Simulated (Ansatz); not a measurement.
H4O4P (SMILES O=P(O)(O)[OH2+]), charge +1, singlet, geometry from GFN2-xTB. Base run: PBE0/3-21G run with Ansatz (a program for electronic structure).

The Ansatz input:
Ansatz 0.2 input:
```yaml
crystal:
  periodic: [false, false, false]
  atoms:
    - {symbol: O, position_ang: [0.35340302, 1.40601937, -0.68702545]}
    - {symbol: P, position_ang: [-0.14892471, 0.22206164, -0.05069727]}
    - {symbol: O, position_ang: [-0.43612894, 0.14285940, 1.46560672]}
    - {symbol: O, position_ang: [-1.14891758, -0.74359101, -0.70983484]}
    - {symbol: O, position_ang: [1.29229882, -0.97642049, -0.05329354]}
    - {symbol: H, position_ang: [-0.39084752, 0.98346028, 1.92529065]}
    - {symbol: H, position_ang: [-1.32370569, -0.58065029, -1.63908503]}
    - {symbol: H, position_ang: [2.17992160, -0.58838213, -0.15370842]}
    - {symbol: H, position_ang: [1.28325968, -1.77629082, 0.50433873]}
basis:
  gaussian:
    orbitals: 3-21G.json
hamiltonian:
  xc: pbe0
total_charge: 1
```
The basis file holds 3-21G in the JSON format of the Basis Set Exchange.

Each row names what was changed in the base input (with any setting that the change needs).

```csv
change,ΔE vs base (mEh)
base,0.000
"final_grid = 6, 12, 29",-0.008
"final_grid = 10, 20, 41",0.001
fitting.mean_field = cc-pVTZ-JKFIT,(withheld)
"point_charge = charge:0.5 position_ang:3.9928, -2.646, -2.7142",54.461
forces = on,0.000
lower_state_search = light,0.000
"final_grid = 14, 28, 59",0.000
accuracy = high,0.004
lower_state_search = full,0.000
fitting.mean_field = def2-universal-JKFIT,(withheld)
```

Fill in the missing entries.


- fitting.mean_field = cc-pVTZ-JKFIT, ΔE vs base (mEh): -0.217
- fitting.mean_field = def2-universal-JKFIT, ΔE vs base (mEh): -0.058
